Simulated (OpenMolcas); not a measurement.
## Rh²⁺: effect of the basis set

* Program: OpenMolcas
* Method: CASSCF
* Active space: 7 electrons in 5 orbitals (4d)
* State averaging: 2S+1 = 4 even, 10 roots; 2S+1 = 2 even, 40 roots
* Spin-orbit coupling: state interaction with AMFI integrals over the reference wave functions, term energies averaged over their components

A. ANO-R1 [6s4p3d1f], X2C, finite nucleus; cost roughly 17 core-seconds
B. ANO-RCC-VDZP [6s5p3d1f], DKH2, point nucleus; cost of the order of 9 core-seconds
C. ANO-R2 [7s5p4d2f1g], X2C, finite nucleus; cost about 8 core-seconds
D. ANO-RCC-VTZP [7s6p4d2f1g], DKH2, point nucleus; cost roughly 11 core-seconds
E. ANO-R3 [8s6p5d3f2g1h], X2C, finite nucleus; cost roughly 17 core-seconds
F. ANO-RCC-VQZP [8s7p5d3f2g1h], DKH2, point nucleus; cost of the order of 12 core-seconds

Energies in eV above 4d7 4F 9/2, the measured ground level; measured values from the list in Shadmi, J. Res. Natl. Bur. Stand. 70A, 435 (1966).

```csv
Level,A,B,C,D,E,F,Measured
4d7 4F 9/2,0.0000,0.0000,0.0000,0.0000,0.0000,0.0000,0.0000
4d7 4F 7/2,0.2671,0.2713,0.2562,0.2562,0.2610,0.2603,0.2663
4d7 4F 5/2,0.4417,0.4482,0.4255,0.4255,0.4328,0.4317,0.4322
4d7 4F 3/2,0.5536,0.5613,0.5346,0.5347,0.5434,0.5420,0.5359
4d7 4P 5/2,1.8289,1.8306,1.8555,1.8573,1.8567,1.8556,1.3716
4d7 4P 3/2,1.8315,1.8314,1.8652,1.8673,1.8642,1.8633,1.3635
4d7 2G 9/2,1.8872,1.8879,1.9256,1.9281,1.9241,1.9230,
4d7 4P 1/2,2.0117,2.0156,2.0335,2.0353,2.0371,2.0357,
4d7 2G 7/2,2.1529,2.1578,2.1819,2.1843,2.1854,2.1836,
4d7 2P 3/2 [54 %],2.4855,2.4880,2.5262,2.5293,2.5268,2.5253,
4d7 2H 11/2,2.5055,2.5070,2.5509,2.5541,2.5506,2.5491,
4d7 2D 5/2(1),2.7404,2.7423,2.7897,2.7933,2.7896,2.7879,
4d7 2P 1/2,2.7540,2.7599,2.7877,2.7907,2.7926,2.7905,
4d7 2H 9/2,2.7689,2.7750,2.8029,2.8059,2.8082,2.8059,
4d7 2D 3/2(1) [70 %],3.1887,3.1980,3.2186,3.2219,3.2277,3.2248,
4d7 2F 5/2,4.1663,4.1657,4.2427,4.2481,4.2407,4.2387,
4d7 2F 7/2,4.2940,4.2957,4.3645,4.3698,4.3653,4.3629,
4d7 2D 3/2(2),6.4909,6.4878,6.6171,6.6262,6.6120,6.6090,
4d7 2D 5/2(2),6.6204,6.6196,6.7405,6.7495,6.7381,6.7349,
```

Deviations, from unrounded energies. A percentage is the sum of absolute deviations over the sum of measured energies, with the sign that they share, or ± where signs differ.

```tsv
Against measurement	Levels	A	B	C	D	E	F
mean absolute deviation (cm-1)	5	1500	1600	1600	1600	1600	1600
fine structure of the ground term (%)	3	+2.3	+3.8	-1.5	-1.4	±1.1	±1.0
other terms of the ground configuration (%)	2	+33.8	+33.9	+36.0	+36.2	+36.0	+36.0
```

A, B, C, E, F lie about equally close to measurement and D furthest from it. The largest miss of A in the table is 4d7 4P 3/2, by +3800 cm-1. The ranking rests on the paired levels alone, and a cruder setting can come out closer through cancelling errors.

Among A to F the level of the table that moves most is 4d7 2D 3/2(2), by 1100 cm-1 (lowest in B, highest in D).

Levels of configurations with an s electron are missing; early in the row they begin among the upper levels of the d shell and mix with terms of their name. Without dynamic correlation excited terms often stand tens of per cent too high (terms of higher spin than the ground term too low), and those without a measured partner can miss by more than the paired ones. Measured partners are found by configuration, term and J. A level has none where our copy of the source lacks it or the pairing is in doubt (some pairs that miss far off the trend of their configuration count as doubtful), and it then counts in no deviation. Levels of configurations outside the active space are missing.

A share in square brackets marks a mixed level and gives the weight of the term that names it, the lowest over the columns. A number in round brackets counts repeated terms of one configuration in the order of the reference energies.
